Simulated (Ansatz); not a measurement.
Computed with Ansatz on PBE0-D4/def2-TZVP structures; ΔE is electronic, products minus reactants. CCSD(T)/CBS adds triple-zeta CCSD(T) − MP2 to the extrapolated MP2 energy (def2 sets, frozen cores). This one scheme is used for every species. Functionals use def2-TZVPP. HSE06 is defined as in plane-wave codes. For Ge outer-core shells are correlated without core-valence functions, which leaves a few kJ/mol of doubt a bond. Scalar relativity is left out up to krypton. Each species was taken in one conformer, which may not be the lowest.

Reaction (ligand exchange at the Si–S bond): `CO[SiH2]S[SiH3]` + `[OH][Ge][OH]` → `[OH][Ge][O][SiH3]` + `CO[SiH2]S`

CCSD(T)/CBS gives -37.5 kJ/mol.

**Question.** Another level gave -46.2 kJ/mol. Which?
A. r2SCAN0-D4/def2-TZVPP
B. HF/def2-TZVPP
C. SCS-MP2/def2-TZVPP
D. HSE06-D4/def2-TZVPP

**Answer.** C. SCS-MP2/def2-TZVPP -46.2, r2SCAN0-D4 -36.0, HF/def2-TZVPP -63.2, HSE06-D4 -27.1 kJ/mol.

Largest T1 diagnostic among the species: 0.015.

From BLYP to BHLYP (50 % exact exchange), in def2-TZVPP and without D4, ΔE moves by −6.6 kJ/mol. In def2-TZVPP, CCSD(T) changes the Hartree–Fock value by +20.5 kJ/mol (the triples alone add +3.9 kJ/mol) and MP2 by +24.1 kJ/mol. The D4 term adds +7.9 kJ/mol with B3LYP and +4.5 kJ/mol with PBE0; it sums over pairs of atoms, weighted by their polarisabilities, and B3LYP, whose exchange is more repulsive, gets the larger term.

B3LYP here is the variant with VWN-RPA as its local correlation; programs differ in this.
